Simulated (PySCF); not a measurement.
# Computed spin Hamiltonian

C₅H₄O₃ (charge +1 and doublet state).
Z-matrix (Å and degrees, PBE0-D3(BJ)/def2-SVP geometry), rows numbered from 1:
```
O 
C   1  1.1936
O   2  1.3230  1  127.88
C   2  1.4973  1  121.70  3  -180.00
C   4  1.4196  2  127.81  1   179.46
O   5  1.3315  4  110.26  2   180.00
C   6  1.3403  5  107.51  4     0.01
C   4  1.3825  2  126.16  1    -0.51
H   3  0.9737  2  109.72  1    -0.13
H   5  1.0922  4  132.06  2    -0.05
H   7  1.0922  6  116.74  5  -179.98
H   8  1.0908  4  127.30  2    -0.01
```

The hyperfine couplings belong to this conformer and change with its torsions.

Identity: `O=C(O)C1=CO[CH][CH+]1` [radical] (charge +1).

The calculation used UKS B3LYP, IGLO-III on C O, pcH-1 on H, non-relativistic, mean-field spin-orbit, GIAO in PySCF. One conformer (not necessarily the lowest) at the PBE0-D3(BJ)/def2-SVP geometry, without solvent, vibrations or thermal averaging. Stability of the SCF solution: not tested.

```
g1, g2, g3                      : 2.00199, 2.00214, 2.00293
g_iso                           : 2.00235
Form of g                       : rhombic: the two nearest values differ by 16 % of g3 − g1
⟨S²⟩                            : 0.7612 (exact 0.7500)
α and β electrons               : 29, 28
HOMO–LUMO gap, α and β orbitals : 5.26, 1.88 eV
```

Isotropic coupling and dipolar principal values T1 to T3, in MHz; ρ(0) is the spin density at the nucleus:

```json
{"atom": "O1", "isotope": "17O", "a_iso": "-0.1", "T1": "-2.2", "T2": "0.9", "T3": "1.4", "Mulliken spin population": "0.01", "ρ(0) (bohr⁻³)": "0.0002"}
{"atom": "C2", "isotope": "13C", "a_iso": "-4.2", "T1": "-1.1", "T2": "-0.2", "T3": "1.4", "Mulliken spin population": "-0.01", "ρ(0) (bohr⁻³)": "-0.0037"}
{"atom": "O3", "isotope": "17O", "a_iso": "-0.3", "T1": "-2.1", "T2": "0.7", "T3": "1.5", "Mulliken spin population": "0.01", "ρ(0) (bohr⁻³)": "0.0005"}
{"atom": "C4", "isotope": "13C", "a_iso": "-7.0", "T1": "-7.2", "T2": "-5.3", "T3": "12.5", "Mulliken spin population": "0.06", "ρ(0) (bohr⁻³)": "-0.0062"}
{"atom": "C5", "isotope": "13C", "a_iso": "45.6", "T1": "-44.7", "T2": "-42.8", "T3": "87.5", "Mulliken spin population": "0.51", "ρ(0) (bohr⁻³)": "0.0405"}
{"atom": "O6", "isotope": "17O", "a_iso": "4.6", "T1": "-5.3", "T2": "-5.1", "T3": "10.3", "Mulliken spin population": "-0.09", "ρ(0) (bohr⁻³)": "-0.0077"}
{"atom": "C7", "isotope": "13C", "a_iso": "46.4", "T1": "-45.7", "T2": "-43.9", "T3": "89.6", "Mulliken spin population": "0.53", "ρ(0) (bohr⁻³)": "0.0413"}
{"atom": "C8", "isotope": "13C", "a_iso": "-8.1", "T1": "-7.0", "T2": "-4.9", "T3": "11.9", "Mulliken spin population": "0.05", "ρ(0) (bohr⁻³)": "-0.0072"}
{"atom": "H9", "isotope": "1H", "a_iso": "-0.8", "T1": "-1.5", "T2": "-1.1", "T3": "2.6", "Mulliken spin population": "0.00", "ρ(0) (bohr⁻³)": "-0.0002"}
{"atom": "H10", "isotope": "1H", "a_iso": "-41.3", "T1": "-20.4", "T2": "-3.3", "T3": "23.7", "Mulliken spin population": "-0.02", "ρ(0) (bohr⁻³)": "-0.0092"}
{"atom": "H11", "isotope": "1H", "a_iso": "-41.9", "T1": "-20.9", "T2": "-3.4", "T3": "24.2", "Mulliken spin population": "-0.03", "ρ(0) (bohr⁻³)": "-0.0094"}
{"atom": "H12", "isotope": "1H", "a_iso": "-7.5", "T1": "-5.8", "T2": "-3.3", "T3": "9.0", "Mulliken spin population": "0.00", "ρ(0) (bohr⁻³)": "-0.0017"}
```

Largest spin populations (Mulliken): C7 (+0.53), C5 (+0.51), O6 (-0.09) and C4 (+0.06). The angles at C7 add up to 360.0°, so it is planar.

C7, the radical centre as drawn in `O=C(O)C1=CO[CH][CH+]1`, holds a spin population of +0.53 out of 1.

Axes: g2 is normal to the molecular plane.

Under fast tumbling the dipolar parts average out, and these isotropic splittings remain: 1 × 1H (H11, I = 1/2, 2 lines) with 1.49 mT, 1 × 1H (H10, I = 1/2, 2 lines) with 1.47 mT and 1 × 1H (H12, I = 1/2, 2 lines) with 0.27 mT.

The 13C coupling of C7 (46.4 MHz) shows only in satellite lines or after enrichment, since that isotope makes up about 1.07 % of natural carbon.

Hardware: one thread, x86-64 server (shared host). Cost: 63 s.
